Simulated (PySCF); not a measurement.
Isomers of C5H14BNSi. Method used: PBE0-D3(BJ)/def2-SVP geometry optimisation, gas phase (PySCF). Energies are electronic, without zero-point or thermal terms, for one conformer each. No frequencies were run at this level. Point groups hold within 0.08 Å.

Question: Order them by energy at this level, lowest first, and give relative energies in kcal/mol.
A. `[SiH3:1][NH:2][C@@H:3]1[CH2:4][BH:5][CH2:6][CH2:7][CH2:8]1` with Si1–N2–C3–C4 -148°, N2–C3–C4–B5 -167°, C3–C4–B5–C6 21°, C4–B5–C6–C7 -20°, B5–C6–C7–C8 38°
B. `[SiH3:1][NH:2][B:3]1[CH2:4][CH2:5][CH2:6][CH2:7][CH2:8]1` with Si1–N2–B3–C4 -177°, N2–B3–C4–C5 -144°, B3–C4–C5–C6 -48°, C4–C5–C6–C7 59°, C5–C6–C7–C8 -59°

Answer: B (0.0), A (44.4).

As drawn, the lower has a B–N bond, which the higher lacks.

```csv
SMILES,E (Eh),E rel (kcal/mol),dipole (D),point group,"A, B, C (MHz)"
[SiH3]NB1CCCCC1,-567.39894,0.0,0.80,C1,"3580, 867.6, 735.7"
[SiH3]N[C@@H]1CBCCC1,-567.32816,44.4,1.27,C1,"3821, 871.2, 753.9"
```

Question: How do the relative energies change in single points at PBE0/pcSseg-1 (no added dispersion term) on the same geometries?

Answer: 
| SMILES | PBE0-D3(BJ)/def2-SVP (kcal/mol) | PBE0/pcSseg-1 (kcal/mol) | shift |
| --- | --- | --- | --- |
| [SiH3]NB1CCCCC1 | 0.0 | 0.0 | 0.0 |
| [SiH3]N[C@@H]1CBCCC1 | 44.4 | 44.1 | -0.3 |

Each column counts from its own lowest isomer. The order is unchanged; the largest shift is 0.3 kcal/mol.
